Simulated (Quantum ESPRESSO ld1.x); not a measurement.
Results of a calculation; reference values are marked as such.
One sound ld1.x (Quantum ESPRESSO 7.5) input for neutral praseodymium gives E = -8917.6404 hartree in 35 iterations:

```
 &input
    zed=59.0,
    iswitch=1,
    rel=0,
    dft='PW',
    config='[Xe] 4f3 6s2',
    verbosity='high',
    prefix='ld1',
    max_out_wfc=37,
    file_charge='ld1.rho',
 /
```

Changed or added lines, one case at a time, and what came of them:

- atom='D2' (without zed): crashed. The symbol names no element; the program warns, takes a nuclear charge of zero and dies without a result.
- lsd=2: refused. The program stops in ld1_readin with "lsd not correct": lsd takes 0 or 1.
- xmin=-20.0: refused. The program stops in do_mesh with "ndmx is too small": a lower xmin needs more points.
- zed=-3.0: refused. The program stops in ld1_readin with "wrong nuclear charge zed:  -3.00": zed must lie above 0 and at most 103.
- config='[Xe] 4f3 6s2 7s4': refused. The program stops in el_config with "wrong occupancy:4": an s shell holds at most 2 electrons.
- dx=0.001: refused. The program stops in do_mesh with "ndmx is too small": the mesh holds 3500 points at most, so dx, xmin and rmax must fit that.
- dft='HF': refused. The program stops in ld1_setup with "HF not implemented yet": ld1.x has no Hartree-Fock; KLI and OEP are its exact-exchange options.
